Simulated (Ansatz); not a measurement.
A single point on CH8O4Si2 (`C[SiH](O)O[SiH](O)O`).

```yaml
crystal:
  periodic: [false, false, false]
  atoms:
    - {symbol: C, position_ang: [-1.150966, 0.941409, -2.085918]}
    - {symbol: Si, position_ang: [0.078890, -0.195641, -1.306844]}
    - {symbol: O, position_ang: [-0.664604, -1.609010, -0.941439]}
    - {symbol: O, position_ang: [0.683290, 0.478336, 0.074970]}
    - {symbol: Si, position_ang: [0.943545, 0.062474, 1.613386]}
    - {symbol: O, position_ang: [-0.141630, 0.690749, 2.662356]}
    - {symbol: O, position_ang: [0.753984, -1.568424, 1.693487]}
    - {symbol: H, position_ang: [-0.684212, 1.892865, -2.352350]}
    - {symbol: H, position_ang: [-1.980173, 1.139026, -1.402646]}
    - {symbol: H, position_ang: [-1.557718, 0.495482, -2.997009]}
    - {symbol: H, position_ang: [1.243986, -0.420902, -2.201397]}
    - {symbol: H, position_ang: [-0.298220, -2.074327, -0.181900]}
    - {symbol: H, position_ang: [2.308399, 0.488356, 1.984774]}
    - {symbol: H, position_ang: [-0.073427, 1.618511, 2.889597]}
    - {symbol: H, position_ang: [0.538848, -1.938914, 2.550933]}
basis:
  gaussian: {orbitals: def2-QZVPP}
correlation: {method: mp2}
```

```sh
$ ansatz run in.yaml --threads 2 --pin off --events-out ev --progress --plain --max-ram 31744MiB --backend cuda --devices 0, --max-vram 18GiB
```

Shortened log:

```
Functional definition: HF
4002 factors; integrals over basis functions are off by at most 8.9e-4 eV
mean field evaluation 1: about -25035.4497 eV, gradient 6.9e1 eV
mean field evaluation 2: about -25035.6300 eV, gradient 7.0e1 eV
mean field evaluation 4: about -25044.1933 eV, gradient 4.6e0 eV
mean field evaluation 8: about -25044.2771 eV, gradient 2.6e-1 eV
mean field -25044.27738351 eV, -920.3602182231 hartree, gradient 2.7e-6 eV, S^2 0.000000; 0 other end points of the search recorded, 0 dependent functions left out
15 core orbitals not correlated: weight in the atoms' cores, before any rotation towards them, 1.000 or more for the frozen orbitals, at most 0.000 for the correlated occupied ones
reference -25044.27738351 eV, -920.3602182231 hartree; 22, 22 occupied and 628, 628 virtual orbitals, 4002 factors
second order -40.20905254 eV of doubles, -0.00000000 eV of singles
Total energy: -25084.48643605 eV, -921.8378736492 hartree
```

Hardware: 2 threads of an AMD EPYC 7R13 on a shared host and a share of an NVIDIA H100 80 GB. Wall time 3.8 s, peak host memory 1.2 GiB.
